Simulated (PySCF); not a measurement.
A structure optimised at PBE-D3(BJ)/def2-SVP, used in a PySCF frequency run:

```xyz
15

C      1.9252    -0.1361     0.0000
C      0.5064     0.4092     0.0000
C     -0.5018    -0.0759    -1.0802
C     -1.6134    -0.0505     0.0000
C     -0.5018    -0.0759     1.0802
H      2.4898     0.1985    -0.8954
H      1.9235    -1.2468     0.0000
H      2.4898     0.1985     0.8954
H      0.5306     1.5213     0.0000
H     -0.6340     0.5445    -1.9901
H     -0.2676    -1.1143    -1.3973
H     -2.1607     0.9144     0.0000
H     -2.3580    -0.8716     0.0000
H     -0.2676    -1.1143     1.3973
H     -0.6340     0.5445     1.9901
```

Q: Write its SMILES, formula and point group.

A: CC1CCC1, C₅H₁₀, Cs

Q: What are its rotational constants (standard atomic weights)?

A: 9.5988, 4.0835, 3.2766 GHz
